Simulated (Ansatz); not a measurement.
Start from `[OH][SnH]([Cl])[Br]` and change one atom or group to get `[OH][SnH]([Cl])[Cl]`.

Ansatz, PBE0-D4/def2-TZVP geometries, multiplicity 1. Each molecule was computed in one conformer, which needn't be the lowest.

Elements past krypton have def2 core potentials. Scalar relativity is left out up to krypton.

```json
{"property": "LUMO energy (PBE0/def2-TZVPP) / eV", "`[OH][SnH]([Cl])[Br]`": "-1.97"}
{"property": "HOMO–LUMO gap (PBE/def2-TZVPP) / eV", "`[OH][SnH]([Cl])[Br]`": "4.55"}
{"property": "size of the dipole moment (ωB97M-V/def2-TZVPP) / D", "`[OH][SnH]([Cl])[Br]`": "0.81"}
{"property": "HOMO energy (PBE0/def2-TZVPP) / eV", "`[OH][SnH]([Cl])[Br]`": "-8.79"}
{"property": "HOMO energy (B3LYP/def2-TZVPP) / eV", "`[OH][SnH]([Cl])[Br]`": "-8.51"}
{"property": "size of the dipole moment (B3LYP/def2-TZVPP) / D", "`[OH][SnH]([Cl])[Br]`": "0.79"}
```

Q: Give the same properties after the change, and the shifts. (Estimate.)

A: Computed: 
| property | `[OH][SnH]([Cl])[Cl]` | shift |
| --- | --- | --- |
| LUMO energy (PBE0/def2-TZVPP) / eV | -1.81 | 0.16 |
| HOMO–LUMO gap (PBE/def2-TZVPP) / eV | 4.89 | 0.34 |
| size of the dipole moment (ωB97M-V/def2-TZVPP) / D | 0.93 | 0.12 |
| HOMO energy (PBE0/def2-TZVPP) / eV | -9.24 | -0.45 |
| HOMO energy (B3LYP/def2-TZVPP) / eV | -8.94 | -0.43 |
| size of the dipole moment (B3LYP/def2-TZVPP) / D | 0.92 | 0.13 |

With PBE0 the HOMO falls by 0.45 eV and the LUMO rises by 0.16 eV, so the gap widens by about 0.61 eV. PBE moves the HOMO by -0.22 eV and ωB97M-V by -0.52 eV. Dipoles are sizes alone; their direction can turn.

B3LYP here is the variant with VWN-RPA as its local correlation; programs differ in this.

Spin–orbit coupling is left out; it splits and shifts lone-pair levels of the heavy atoms by tenths of an eV.
